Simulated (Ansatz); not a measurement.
Species: [Al(F)3(CH3CN)] (charge 0, multiplicity 1).

Problem. Give a relaxed geometry from B3LYP-D3(BJ)/def2-SVP (Ansatz, a first-principles code).

Solution. the end point of this relaxation.
Cartesian coordinates (Å) in one orientation:
```xyz
10

Al     0.065    -0.062    -0.038
F     -0.266    -0.805     1.417
F     -1.130    -0.125    -1.198
F      0.975     1.333     0.025
C      3.129    -2.996    -1.812
C      2.162    -2.070    -1.252
N      1.395    -1.336    -0.808
H      2.671    -3.991    -1.913
H      4.003    -3.063    -1.148
H      3.450    -2.640    -2.803
```
